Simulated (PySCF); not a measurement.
A structure optimised at PBE-D3(BJ)/def2-SVP, used in a PySCF frequency run:

```xyz
6

O      0.1377    -2.2706     0.0000
Si     0.0278    -0.6094     0.0000
I     -1.1755     0.1827    -2.0039
I      2.3364     0.1900     0.0000
I     -1.1755     0.1827     2.0039
H     -0.7211    -2.7357     0.0000
```

**Question.** Write its SMILES, formula and point group.

**Answer.** O[Si](I)(I)I, HI₃OSi, Cs

**Question.** What are its rotational constants (standard atomic weights)?

**Answer.** 0.44635, 0.43669, 0.24491 GHz
